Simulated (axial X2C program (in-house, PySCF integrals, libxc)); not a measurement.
# Which functional? An output for MoH⁺

An SCF output computed with an in-house all-electron X2C program for linear molecules (integrals from PySCF) for MoH⁺ at 1.667 Å, two-component, state Ω = 2, Mo dyall-cv3z [11s12p9d5f3g], H dyall-v3z [6s2p1d] (cores contracted in-house), without its first line:

```
basis functions 171  fitting functions 777  grid points 5073
iter        total energy     max residual
   1      -4047.112707646     3.03e-01
   2      -4047.116767851     2.85e-03
   3      -4047.116841493     4.77e-03
   4      -4047.116854818     8.72e-04
   5      -4047.116858146     1.14e-03
   6      -4047.116859149     4.57e-04
   7      -4047.116859322     1.66e-04
   8      -4047.116859368     3.40e-05
   9      -4047.116859370     5.81e-06
converged
one-electron -5595.76368378  Coulomb 1662.19770702  exact exchange -33.15066232  xc functional -91.83406537  nuclear repulsion 13.33259920  atomic mean-field constant -1.89875411
```

**Question.** Which level of theory produced it?
A. M06
B. PBE0
C. HF

**Answer.** A. The exact-exchange term against the functional term shows a share of 0.27 of exact exchange.
